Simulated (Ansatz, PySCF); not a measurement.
H₃O₃Sc. Atoms are numbered in the order given.

```xyz
7

Sc     0.0000     0.0000     0.0000
O      1.5874    -0.9974     0.0000
H      2.0522    -1.8381     0.0000
O     -1.6575    -0.8760     0.0000
H     -2.6179    -0.8582     0.0000
O      0.0701     1.8734     0.0000
H      0.5658     2.6963     0.0000
```
Charge 0, spin multiplicity 1.

Coordinates come from a B3LYP-D3(BJ)/def2-SVP optimisation. Other conformers were not sampled.

Vertical ionisation energy (IE) and electron affinity (EA) in eV. Rows of orbital energies are one-electron estimates. Where ΔSCF, EOM or ADC give a negative EA the extra electron is unbound and the value depends on the basis.

```
level                                                                   IE     EA
-------------------------------------------------------------------  -----  -----
−ε(HOMO), −ε(LUMO), CAM-B3LYP/def2-TZVPD (PySCF)                      9.90   0.68
−ε(HOMO), −ε(LUMO), PBE/def2-TZVPD (PySCF)                            6.75   2.32
ΔSCF, PBE0/def2-SVPD (Ansatz), final states of multiplicity 2 and 2  10.51  -0.01
ΔSCF, PBE/def2-SVPD (Ansatz), final states of multiplicity 2 and 2    9.92   0.09
```

Task: What vertical singlet–triplet gap does ΔSCF give with PBE0/def2-SVPD (Ansatz, a quantum-chemistry and plane-wave program) and with PBE/def2-SVPD (Ansatz)? (An estimate is asked for; the answer gives what the named calculation found.)

Result: 5.30 and 4.71 eV (triplet above singlet where positive).
